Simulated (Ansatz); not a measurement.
Energy profile

The step: SiH₂OF₂ ([OH][SiH]([F])[F]) + NH₃ → SiNH₃F₂ ([NH2][SiH]([F])[F]) + H₂O; bonds formed: O2–H6; dative contacts that become bonds: Si1–N7; bonds broken: Si1–O2, H6–N7 (atoms numbered as in the saddle structure below).

| atom | x (Å) | y (Å) | z (Å) |
| --- | --- | --- | --- |
| Si1 | 0.4746 | 0.6166 | 0.2218 |
| O2 | 0.8843 | -1.1683 | -0.4263 |
| F3 | -0.1595 | 2.0427 | 0.6896 |
| F4 | 0.9079 | 0.1306 | 1.6897 |
| H5 | 1.4396 | 1.1477 | -0.7515 |
| H6 | -0.3356 | -1.0956 | -0.4805 |
| N7 | -1.1264 | -0.1087 | -0.3416 |
| H8 | 1.2718 | -1.7671 | 0.2168 |
| H9 | -1.8493 | -0.0989 | 0.3684 |
| H10 | -1.5075 | 0.3010 | -1.1865 |

Electronic energies by CCSD(T) at an estimated basis limit (MP2 extrapolated from triple and quadruple zeta, plus CCSD(T) − MP2 in triple zeta), on PBE0-D4/def2-TZVP structures; SiNH₅OF₂, singlet; no counterpoise correction. Ansatz 0.2.0; basis: def2-TZVPP and def2-QZVPP; cores frozen in the correlated methods. Extrapolation: Hartree–Fock as exp(−7.88 √X), correlation as X^−2.97.

(1) Give the profile in kJ/mol, counted from the separated reactants. (Judge from chemistry; the value comes from the calculation.)

No T1 diagnostic of these runs exceeds 0.012.

Answers

(1) Computed:
| point | kJ/mol |
| --- | --- |
| separated: SiH₂OF₂ (linked as [OH][SiH]([F])[F]; Si1, O2, F3, F4, H5, H8; singlet) + NH₃ (H6, N7, H9, H10; singlet) | 0.0 |
| start structure | -30.7 |
| saddle | 117.6 |
| end structure | 30.0 |
| separated: SiNH₃F₂ (linked as [NH2][SiH]([F])[F]; Si1, F3, F4, H5, N7, H9, H10; singlet) + H₂O (O2, H6, H8; singlet) | 45.4 |

For scale, one of the runs: CCSD(T)/def2-TZVPP, 236 basis functions, launched by `ansatz run in.yaml --threads 4 --pin off --events-out ev --progress --plain --max-ram 9574MiB`. Time: 4.2 min of wall clock on 4 CPU threads of an AMD EPYC; the host was shared. Peak host memory: 4.7 GiB.
